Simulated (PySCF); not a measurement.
# Cu²⁺ (copper, charge +2) across methods

[Ar] 3d8 4s1, high-spin 4F determinant (an excited configuration). Computed with PySCF 2.14 in x2c-QZVPPall (11s7p6d4f2g, 108 functions), with the spin-free X2C one-electron Hamiltonian (Gaussian nucleus). The B2PLYP total includes its PT2 part (frozen core); its orbital energies are those of the SCF part.

```tsv
method	E (hartree)	mean ε 3d α (eV)	mean ε 3d β (eV)	mean ε 4s α (eV)	Σ⟨r²⟩ (bohr²)	⟨S²⟩
PBE	-1653.244	-37.697	-35.598	-25.361	18.70	3.750
B2PLYP	-1653.224	-44.099	-41.679	-27.072	18.63	3.751
UHF	-1652.10609	-49.555	-46.625	-28.315	18.64	3.752
TPSS	-1653.523	-37.661	-35.696	-25.258	18.68	3.750
r2SCAN	-1653.487	-38.245	-36.179	-25.685	18.60	3.751
wB97X	-1653.542	-43.110	-41.026	-28.313	18.63	3.750
LDA	-1650.574	-38.029	-35.749	-25.689	18.67	3.750
```

(1) Estimate the same row for PBE0.

Answers

(1) E (hartree) = -1653.268; mean ε 3d α (eV) = -40.886; mean ε 3d β (eV) = -38.608; mean ε 4s α (eV) = -26.231; Σ⟨r²⟩ (bohr²) = 18.63; ⟨S²⟩ = 3.750.
